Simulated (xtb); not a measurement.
xtb input (GFN2-xTB):

```bash
xtb mol.xyz --gfn 2 --sp --chrg 1 --uhf 0
```
mol.xyz:
```
10

Si    -0.14069887    -0.56090446    -0.05555199
N      1.37252960     0.56019948    -0.48180579
N     -1.31019904     0.40125249     0.65502273
H      0.51017148    -1.50255789     0.85955994
H     -0.47629952    -1.03108119    -1.40242960
H      1.75715854     1.00485851     0.35429602
H      1.11294280     1.31275678    -1.12289822
H     -1.42321252     0.49354423     1.65351261
H     -2.08072600     0.80779805     0.14582652
H      2.13343548     0.03718010    -0.92265797
```

Output:

```
           -------------------------------------------------
          |                Calculation Setup                |
           -------------------------------------------------

           -------------------------------------------------
          |                 G F N 2 - x T B                 |
           -------------------------------------------------

        Reference                      10.1021/acs.jctc.8b01176
      * Hamiltonian:
        H0-scaling (s, p, d)           1.850000    2.230000    2.230000
        zeta-weighting                 0.500000
      * Dispersion:
        s8                             2.700000
        a1                             0.520000
        a2                             5.000000
        s9                             5.000000
      * Repulsion:
        kExp                           1.500000    1.000000
        rExp                           1.000000
      * Coulomb:
        alpha                          2.000000
        third order                    shell-resolved
        anisotropic                    true
        a3                             3.000000
        a5                             4.000000
        cn-shift                       1.200000
        cn-exp                         4.000000
        max-rad                        5.000000

          ...................................................
          :                      SETUP                      :
          :.................................................:
          :  # basis functions                  25          :
          :  # atomic orbitals                  24          :
          :  # shells                           14          :
          :  # electrons                        20          :
          :  max. iterations                   250          :
          :  Hamiltonian                  GFN2-xTB          :
          :  restarted?                      false          :
          :  GBSA solvation                  false          :
          :  PC potential                    false          :
          :  electronic temp.          300.0000000     K    :
          :  accuracy                    1.0000000          :
          :  -> integral cutoff          0.2500000E+02      :
          :  -> integral neglect         0.1000000E-07      :
          :  -> SCF convergence          0.1000000E-05 Eh   :
          :  -> wf. convergence          0.1000000E-03 e    :
          :  Broyden damping             0.4000000          :
          :  net charge                          1          :
          :  unpaired electrons                  0          :
          ...................................................

 iter      E             dE          RMSdq      gap      omega  full diag
   1    -10.8277765 -0.108278E+02  0.515E+00    5.59       0.0  T
   2    -10.8844613 -0.566848E-01  0.427E+00    5.56       1.0  T
   3    -10.8878190 -0.335775E-02  0.327E+00    5.57       1.0  T
   4    -10.8891664 -0.134737E-02  0.116E+00    5.71       1.0  T
   5    -10.8893151 -0.148730E-03  0.345E-01    5.55       1.0  T
   6    -10.8894979 -0.182781E-03  0.152E-01    5.64       1.0  T
   7    -10.8894958  0.205248E-05  0.764E-02    5.63       1.0  T
   8    -10.8895027 -0.690850E-05  0.163E-02    5.65       1.9  T
   9    -10.8895021  0.672127E-06  0.143E-02    5.64       2.2  T
  10    -10.8895029 -0.826760E-06  0.138E-03    5.65      23.0  T
  11    -10.8895029 -0.658966E-08  0.269E-04    5.65     117.7  T
  12    -10.8895029 -0.116920E-09  0.815E-05    5.65     388.0  T

   *** convergence criteria satisfied after 12 iterations ***

         #    Occupation            Energy/Eh            Energy/eV
      -------------------------------------------------------------
         1        2.0000           -0.9341622             -25.4198
       ...           ...                  ...                  ...
         4        2.0000           -0.7550575             -20.5462
         5        2.0000           -0.7526199             -20.4798
         6        2.0000           -0.6906182             -18.7927
         7        2.0000           -0.6828482             -18.5812
         8        2.0000           -0.6409820             -17.4420
         9        2.0000           -0.6029761             -16.4078
        10        2.0000           -0.5798271             -15.7779 (HOMO)
        11                         -0.3722083             -10.1283 (LUMO)
        12                         -0.3553666              -9.6700
        13                         -0.3269497              -8.8968
        14                         -0.2380056              -6.4765
        15                         -0.2161742              -5.8824
       ...                                ...                  ...
        24                          0.5232233              14.2376
      -------------------------------------------------------------
                  HL-Gap            0.2076188 Eh            5.6496 eV
             Fermi-level           -0.4760177 Eh          -12.9531 eV

 SCC (total)                   0 d,  0 h,  0 min,  0.004 sec
 SCC setup                      ...        0 min,  0.000 sec (  1.608%)
 Dispersion                     ...        0 min,  0.000 sec (  0.837%)
 classical contributions        ...        0 min,  0.000 sec (  0.376%)
 integral evaluation            ...        0 min,  0.000 sec ( 13.275%)
 iterations                     ...        0 min,  0.002 sec ( 57.080%)
 molecular gradient             ...        0 min,  0.001 sec ( 23.917%)
 printout                       ...        0 min,  0.000 sec (  2.546%)

         :::::::::::::::::::::::::::::::::::::::::::::::::::::
         ::                     SUMMARY                     ::
         :::::::::::::::::::::::::::::::::::::::::::::::::::::
         :: total energy             -10.755027227099 Eh    ::
         :: gradient norm              0.025824962175 Eh/a0 ::
         :: HOMO-LUMO gap              5.649594474563 eV    ::
         ::.................................................::
         :: SCC energy               -10.889499838993 Eh    ::
         :: -> isotropic ES            0.114278656247 Eh    ::
         :: -> anisotropic ES         -0.003584971845 Eh    ::
         :: -> anisotropic XC          0.001817577629 Eh    ::
         :: -> dispersion             -0.003460112102 Eh    ::
         :: repulsion energy           0.134472611894 Eh    ::
         :: add. restraining           0.000000000000 Eh    ::
         :: total charge               1.000000000000 e     ::
         :::::::::::::::::::::::::::::::::::::::::::::::::::::

           -------------------------------------------------
          |                Property Printout                |
           -------------------------------------------------

    * Orbital Energies and Occupations

         #    Occupation            Energy/Eh            Energy/eV
      -------------------------------------------------------------
         1        2.0000           -0.9341622             -25.4198
         2        2.0000           -0.8385520             -22.8182
         3        2.0000           -0.7560336             -20.5727
         4        2.0000           -0.7550575             -20.5462
         5        2.0000           -0.7526199             -20.4798
         6        2.0000           -0.6906182             -18.7927
         7        2.0000           -0.6828482             -18.5812
         8        2.0000           -0.6409820             -17.4420
         9        2.0000           -0.6029761             -16.4078
        10        2.0000           -0.5798271             -15.7779 (HOMO)
        11                         -0.3722083             -10.1283 (LUMO)
        12                         -0.3553666              -9.6700
        13                         -0.3269497              -8.8968
        14                         -0.2380056              -6.4765
        15                         -0.2161742              -5.8824
        16                         -0.1686386              -4.5889
        17                         -0.0930830              -2.5329
        18                         -0.0436638              -1.1882
        19                         -0.0393591              -1.0710
        20                          0.0212763               0.5790
        21                          0.0758429               2.0638
       ...                                ...                  ...
        24                          0.5232233              14.2376
      -------------------------------------------------------------
                  HL-Gap            0.2076188 Eh            5.6496 eV
             Fermi-level           -0.4760177 Eh          -12.9531 eV

     #   Z          covCN         q      C6AA      α(0)
     1  14 Si       3.453     0.517   102.429    19.714
     2   7 N        3.373    -0.300    27.708     7.818
     3   7 N        2.542    -0.349    29.008     7.999
     4   1 H        0.918    -0.009     3.222     2.807
     5   1 H        0.918    -0.009     3.222     2.807
     6   1 H        0.860     0.237     0.937     1.516
     7   1 H        0.860     0.237     0.937     1.516
     8   1 H        0.861     0.218     1.017     1.580
     9   1 H        0.861     0.218     1.017     1.580
    10   1 H        0.859     0.239     0.926     1.508

 Mol. C6AA /au·bohr⁶  :        842.016118
 Mol. C8AA /au·bohr⁸  :      26757.560986
 Mol. α(0) /au        :         48.845018

Wiberg/Mayer (AO) data.
largest (>0.10) Wiberg bond orders for each atom

 ---------------------------------------------------------------------------
     #   Z sym  total        # sym  WBO       # sym  WBO       # sym  WBO
 ---------------------------------------------------------------------------
     1  14 Si   3.737 --     3 N    1.358     5 H    0.884     4 H    0.884
                             2 N    0.573
     2   7 N    3.495 --     6 H    0.941     7 H    0.941    10 H    0.940
                             1 Si   0.573
     3   7 N    3.330 --     1 Si   1.358     8 H    0.929     9 H    0.929
     4   1 H    1.000 --     1 Si   0.884
     5   1 H    1.000 --     1 Si   0.884
     6   1 H    0.944 --     2 N    0.941
     7   1 H    0.944 --     2 N    0.941
     8   1 H    0.952 --     3 N    0.929
     9   1 H    0.952 --     3 N    0.929
    10   1 H    0.943 --     2 N    0.940
 ---------------------------------------------------------------------------

Topologies differ in total number of bonds
Writing topology from bond orders to xtbtopo.mol

molecular dipole:
                 x           y           z       tot (Debye)
 q only:        0.750       0.503      -0.222
   full:        1.109       0.774      -0.322       3.534
molecular quadrupole (traceless):
                xx          xy          yy          xz          yz          zz
 q only:        5.302       1.383      -2.828      -3.793      -0.347      -2.474
  q+dip:        5.789       0.396      -4.079      -3.900      -0.326      -1.710
   full:        6.498       1.869      -3.849      -4.366      -0.699      -2.648

           -------------------------------------------------
          | TOTAL ENERGY              -10.755027227099 Eh   |
          | GRADIENT NORM               0.025824962175 Eh/α |
          | HOMO-LUMO GAP               5.649594474563 eV   |
           -------------------------------------------------

------------------------------------------------------------------------
------------------------------------------------------------------------
 total:
 SCF:
Note: The following floating-point exceptions are signalling: IEEE_UNDERFLOW_FLAG IEEE_DENORMAL
normal termination of xtb
```

It need not be the lowest isomer of its formula.
